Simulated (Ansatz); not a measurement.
`[OH][In]([Cl])[Cl]` and `[Cl][In]([Cl])[GeH3]` differ in one atom or group.

Ansatz, PBE0-D4/def2-TZVP geometries, multiplicity 1. Each molecule was computed in one conformer, which needn't be the lowest.

Elements past krypton have def2 core potentials. Scalar relativity is left out up to krypton.

| property | `[OH][In]([Cl])[Cl]` |
| --- | --- |
| HOMO energy (ωB97M-V/def2-TZVPP) / eV | -11.51 |
| size of the dipole moment (B3LYP/def2-TZVPP) / D | 1.36 |
| LUMO energy (PBE/def2-TZVPP) / eV | -3.45 |
| HOMO–LUMO gap (PBE/def2-TZVPP) / eV | 4.19 |
| HOMO–LUMO gap (ωB97M-V/def2-TZVPP) / eV | 10.92 |
| size of the dipole moment (PBE/def2-TZVPP) / D | 1.38 |

(1) Give the same properties after the change, and the shifts. (Estimate.)

Answers

(1) Computed: 
```tsv
property	`[Cl][In]([Cl])[GeH3]`	shift
HOMO energy (ωB97M-V/def2-TZVPP) / eV	-10.26	1.25
size of the dipole moment (B3LYP/def2-TZVPP) / D	3.82	2.46
LUMO energy (PBE/def2-TZVPP) / eV	-2.74	0.71
HOMO–LUMO gap (PBE/def2-TZVPP) / eV	4.37	0.18
HOMO–LUMO gap (ωB97M-V/def2-TZVPP) / eV	9.81	-1.11
size of the dipole moment (PBE/def2-TZVPP) / D	3.70	2.32
```

With PBE0 the HOMO rises by 0.98 eV and the LUMO rises by 0.49 eV, so the gap narrows by about 0.49 eV. PBE moves the HOMO by 0.53 eV and ωB97M-V by 1.25 eV. Dipoles are sizes alone; their direction can turn.

B3LYP here is the variant with VWN-RPA as its local correlation; programs differ in this.
